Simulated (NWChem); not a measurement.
System: C3H4BFO; SMILES FB(C#C)OC

Here is an NWChem input.

```
start job
memory heap 200 mb stack 900 mb global 1100 mb
geometry units angstroms noautoz
  B      0.216598     0.092177     0.000271
  C     -0.152165     1.582526    -0.000000
  C     -0.433158     2.777208    -0.000210
  H     -0.683322     3.830036    -0.000378
  F      1.514163    -0.273293     0.000296
  O     -0.765693    -0.839230     0.000431
  C     -0.505754    -2.238406     0.000865
  H     -0.969790    -2.689493     0.901536
  H     -0.975041    -2.690811    -0.896398
  H      0.580046    -2.463030    -0.002074
end
basis spherical
  * library def2-svp
end
dft
  xc b3lyp
  iterations 150
  vectors input atomic output neutral.movecs
end
task dft energy
charge 1
dft
  odft
  mult 2
  vectors input atomic output cation.movecs
end
task dft energy
```

Output (shortened):

```
             Northwest Computational Chemistry Package (NWChem) 7.3.0
             --------------------------------------------------------

 C1  symmetry detected

                             Geometry "geometry" -> ""
                             -------------------------

 Output coordinates in angstroms (scale by  1.889725989 to convert to a.u.)

  No.       Tag          Charge          X              Y              Z
 ---- ---------------- ---------- -------------- -------------- --------------
    1 B                    5.0000     0.21685806     0.09203416    -0.00002038
    2 C                    6.0000    -0.15124771     1.58254565     0.00000106
    3 C                    6.0000    -0.43171386     2.77735147     0.00002613
    4 H                    1.0000    -0.68141358     3.83028969     0.00006517
    5 F                    9.0000     1.51426178    -0.27400798    -0.00001362
    6 O                    8.0000    -0.76584356    -0.83893960    -0.00009685
    7 C                    6.0000    -0.50652159    -2.23823015     0.00005878
    8 H                    1.0000    -0.97079643    -2.68929905     0.90061575
    9 H                    1.0000    -0.97596821    -2.69024228    -0.89731872
   10 H                    1.0000     0.57917939    -2.46333232    -0.00287867

 Effective nuclear repulsion energy (a.u.)     195.4637570484

                                 NWChem DFT Module
                                 -----------------

 Summary of "ao basis" -> "ao basis" (spherical)
 ------------------------------------------------------------------------------
       Tag                 Description            Shells   Functions and Types
 ---------------- ------------------------------  ------  ---------------------
 B                          def2-svp                 6       14   3s2p1d
 C                          def2-svp                 6       14   3s2p1d
 H                          def2-svp                 3        5   2s1p
 F                          def2-svp                 6       14   3s2p1d
 O                          def2-svp                 6       14   3s2p1d

            General Information
            -------------------
          SCF calculation type: DFT
          Wavefunction type:  closed shell.
          No. of atoms     :    10
          No. of electrons :    44
           Alpha electrons :    22
            Beta electrons :    22
          Charge           :     0
          Spin multiplicity:     1
          Use of symmetry is: off; symmetry adaption is: off
          Maximum number of iterations: 150
          AO basis - number of functions:   104
                     number of shells:    48
          Convergence on energy requested:  1.00D-06
          Convergence on density requested:  1.00D-05
          Convergence on gradient requested:  5.00D-04

              XC Information
              --------------
                         B3LYP Method XC Potential
                     Hartree-Fock (Exact) Exchange  0.200
                        Slater Exchange Functional  0.800 local
                    Becke 1988 Exchange Functional  0.720 non-local
              Lee-Yang-Parr Correlation Functional  0.810
                  VWN I RPA Correlation Functional  0.190 local

             Grid Information
             ----------------
          Grid used for XC integration:  medium
          Radial quadrature: Mura-Knowles
          Angular quadrature: Lebedev.
          Tag              B.-S. Rad. Rad. Pts. Rad. Cut. Ang. Pts.
          ---              ---------- --------- --------- ---------
          B                   0.85       49          11.0       434
          C                   0.70       49          14.0       434
          H                   0.35       45          14.0       434
          F                   0.50       49          12.0       434
          O                   0.60       49          12.0       434
          Grid pruning is: on
          Number of quadrature shells:   474
          Spatial weights used:  Erf1

      Superposition of Atomic Density Guess
      -------------------------------------

 Sum of atomic energies:        -313.35920753

      Non-variational initial energy
      ------------------------------

 Total energy =    -315.930012
 1-e energy   =    -815.210652
 2-e energy   =     303.816883
 HOMO         =      -0.360479
 LUMO         =      -0.016364

   convergence    iter        energy       DeltaE   RMS-Dens  Diis-err
 ---------------- ----- ----------------- --------- --------- ---------
 d= 0,ls=0.0,diis     1   -316.3559647148 -5.12D+02  1.32D-02  7.93D-01
 d= 0,ls=0.0,diis     2   -316.3600231218 -4.06D-03  6.19D-03  1.03D+00
 d= 0,ls=0.0,diis     3   -316.4489361177 -8.89D-02  2.00D-03  6.47D-02
 d= 0,ls=0.0,diis     4   -316.4517151373 -2.78D-03  1.08D-03  2.81D-02
 d= 0,ls=0.0,diis     5   -316.4550408583 -3.33D-03  3.21D-04  3.25D-03
  Resetting Diis
 d= 0,ls=0.0,diis     6   -316.4554274557 -3.87D-04  7.45D-05  1.23D-04
 d= 0,ls=0.0,diis     7   -316.4554397798 -1.23D-05  5.63D-05  1.60D-05
 d= 0,ls=0.0,diis     8   -316.4554360341  3.75D-06  3.68D-05  5.30D-05
 d= 0,ls=0.0,diis     9   -316.4554412047 -5.17D-06  6.26D-06  1.04D-06
 d= 0,ls=0.0,diis    10   -316.4554413183 -1.14D-07  1.95D-06  1.06D-07

         Total DFT energy =     -316.455441318349
      One electron energy =     -819.778467257999
           Coulomb energy =      348.673636916778
    Exchange-Corr. energy =      -40.814368025549
 Nuclear repulsion energy =      195.463757048420

 Numeric. integr. density =       43.999989815225

                       DFT Final Molecular Orbital Analysis
                       ------------------------------------

 Vector   20  Occ=2.000000D+00  E=-3.338707D-01
              MO Center= -4.7D-01, -8.8D-01,  6.9D-04, r^2= 3.1D+00
   Bfn.  Coefficient  Atom+Function         Bfn.  Coefficient  Atom+Function
  ----- ------------  ---------------      ----- ------------  ---------------
    67      0.450083   6 O  pz               70      0.326428   6 O  pz
    81     -0.226092   7 C  pz               90     -0.203674   8 H  s
    53      0.202227   5 F  pz               95      0.203018   9 H  s
     6     -0.177068   1 B  pz               20      0.154108   2 C  pz
    56     -0.152127   5 F  pz               34      0.117836   3 C  pz

 Vector   21  Occ=2.000000D+00  E=-2.916445D-01
              MO Center= -3.6D-01,  1.7D+00,  1.2D-04, r^2= 2.9D+00
   Bfn.  Coefficient  Atom+Function         Bfn.  Coefficient  Atom+Function
  ----- ------------  ---------------      ----- ------------  ---------------
    34      0.395869   3 C  pz               20      0.391400   2 C  pz
    37      0.234146   3 C  pz               67     -0.230431   6 O  pz
    23      0.229096   2 C  pz               70     -0.171823   6 O  pz
    90      0.081663   8 H  s                95     -0.081378   9 H  s
    81      0.076786   7 C  pz               91      0.056461   8 H  s

 Vector   22  Occ=2.000000D+00  E=-2.896387D-01
              MO Center= -2.8D-01,  2.1D+00,  1.3D-05, r^2= 1.6D+00
   Bfn.  Coefficient  Atom+Function         Bfn.  Coefficient  Atom+Function
  ----- ------------  ---------------      ----- ------------  ---------------
    32      0.420427   3 C  px               18      0.405546   2 C  px
    35      0.257037   3 C  px               21      0.211341   2 C  px
    33      0.098885   3 C  py               19      0.096956   2 C  py
    52      0.085473   5 F  py               36      0.064216   3 C  py
    55     -0.061472   5 F  py               22      0.056994   2 C  py

 Vector   23  Occ=0.000000D+00  E=-3.424033D-02
              MO Center= -1.1D-01,  1.2D+00,  1.4D-04, r^2= 3.4D+00
   Bfn.  Coefficient  Atom+Function         Bfn.  Coefficient  Atom+Function
  ----- ------------  ---------------      ----- ------------  ---------------
    37      0.478115   3 C  pz                6      0.423068   1 B  pz
    34      0.367467   3 C  pz               23     -0.329333   2 C  pz
     9     -0.284819   1 B  pz               67      0.217952   6 O  pz
    20     -0.216248   2 C  pz               70      0.201188   6 O  pz
    53     -0.173515   5 F  pz               56      0.153987   5 F  pz

 Vector   24  Occ=0.000000D+00  E= 1.975469D-02
              MO Center= -2.1D-01,  1.8D+00, -8.7D-06, r^2= 3.3D+00
   Bfn.  Coefficient  Atom+Function         Bfn.  Coefficient  Atom+Function
  ----- ------------  ---------------      ----- ------------  ---------------
    35      0.601356   3 C  px               21     -0.527238   2 C  px
    32      0.397384   3 C  px               18     -0.381392   2 C  px
    78      0.376981   7 C  s                64     -0.233457   6 O  s
   101     -0.178310  10 H  s                22     -0.170540   2 C  py
     3     -0.162022   1 B  s                 7     -0.162795   1 B  px

 Vector   25  Occ=0.000000D+00  E= 5.990897D-02
              MO Center= -4.7D-01, -2.0D+00,  1.4D-03, r^2= 5.7D+00
   Bfn.  Coefficient  Atom+Function         Bfn.  Coefficient  Atom+Function
  ----- ------------  ---------------      ----- ------------  ---------------
    78      2.063778   7 C  s                 3     -1.142337   1 B  s
    91     -1.086499   8 H  s                96     -1.085168   9 H  s
   101     -0.789624  10 H  s                83     -0.476765   7 C  py
    17      0.467507   2 C  s                64      0.324207   6 O  s
    22     -0.314213   2 C  py               50      0.230324   5 F  s

     Multipole analysis of the density
     ---------------------------------

     L   x y z        total         alpha         beta         nuclear
     -   - - -        -----         -----         ----         -------
     0   0 0 0     -0.000000    -22.000000    -22.000000     44.000000

     1   1 0 0     -0.220209     -0.110104     -0.110104      0.000000
     1   0 1 0     -0.331363     -0.165681     -0.165681      0.000000
     1   0 0 1      0.000126      0.000063      0.000063      0.000000

     2   2 0 0    -27.960013    -69.427566    -69.427566    110.895119
     2   1 1 0     -0.508847     -1.820552     -1.820552      3.132258
     2   1 0 1     -0.000042      0.000217      0.000217     -0.000476
     2   0 2 0    -17.035209   -245.858264   -245.858264    474.681320
     2   0 1 1     -0.000092      0.000577      0.000577     -0.001247
     2   0 0 2    -24.946594    -15.359249    -15.359249      5.771904

                                 NWChem DFT Module
                                 -----------------

            General Information
            -------------------
          SCF calculation type: DFT
          Wavefunction type:  spin polarized.
          No. of atoms     :    10
          No. of electrons :    43
           Alpha electrons :    22
            Beta electrons :    21
          Charge           :     1
          Spin multiplicity:     2
          Use of symmetry is: off; symmetry adaption is: off
          Maximum number of iterations: 150
          AO basis - number of functions:   104
                     number of shells:    48
          Convergence on energy requested:  1.00D-06
          Convergence on density requested:  1.00D-05
          Convergence on gradient requested:  5.00D-04

              XC Information
              --------------
                         B3LYP Method XC Potential
                     Hartree-Fock (Exact) Exchange  0.200
                        Slater Exchange Functional  0.800 local
                    Becke 1988 Exchange Functional  0.720 non-local
              Lee-Yang-Parr Correlation Functional  0.810
                  VWN I RPA Correlation Functional  0.190 local

             Grid Information
             ----------------
          Grid used for XC integration:  medium
          Radial quadrature: Mura-Knowles
          Angular quadrature: Lebedev.
          Tag              B.-S. Rad. Rad. Pts. Rad. Cut. Ang. Pts.
          ---              ---------- --------- --------- ---------
          B                   0.85       49          11.0       434
          C                   0.70       49          14.0       434
          H                   0.35       45          14.0       434
          F                   0.50       49          12.0       434
          O                   0.60       49          12.0       434
          Grid pruning is: on
          Number of quadrature shells:   474
          Spatial weights used:  Erf1

      Superposition of Atomic Density Guess
      -------------------------------------

 Sum of atomic energies:        -313.35920753

 Renormalizing density from      44.00 to     43

      Non-variational initial energy
      ------------------------------

 Total energy =    -311.055425
 1-e energy   =    -796.683137
 2-e energy   =     290.163955
 HOMO         =      -0.616545
 LUMO         =      -0.278754

[...]
```

Level: B3LYP/def2-SVP, vertical spin-unrestricted ions. Coordinates come from a PBE-D3(BJ)/def2-SVP optimisation. B3LYP is NWChem's, with the RPA form of VWN correlation.
